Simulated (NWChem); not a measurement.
InF cation, doublet; SMILES of the neutral closed-shell parent [F][In]

```xyz
2

In     0.0000     0.0000    -0.1865
F      0.0000     0.0000     1.7641
```
Atoms are numbered in this order, from 1.

Structure relaxed at the PBE0/def2-SVP, spin-unrestricted level. The spin multiplicity was typed, not searched, and may not be the lowest. No stability test was run on the SCF state. def2 effective core potentials on In; no spin-orbit coupling.

Q: List the 4 lowest vertical excitations from BHandHLYP/def2-SVP with def2 effective core potentials on In, spin-unrestricted, TDA (NWChem).

A: 
```tsv
state	energy (eV)	oscillator strength	<S²>
state 1	2.32	0.001	0.81
state 2	2.32	0.001	0.81
state 3	4.06	0.107	0.78
state 4	6.03	0.151	0.97
```
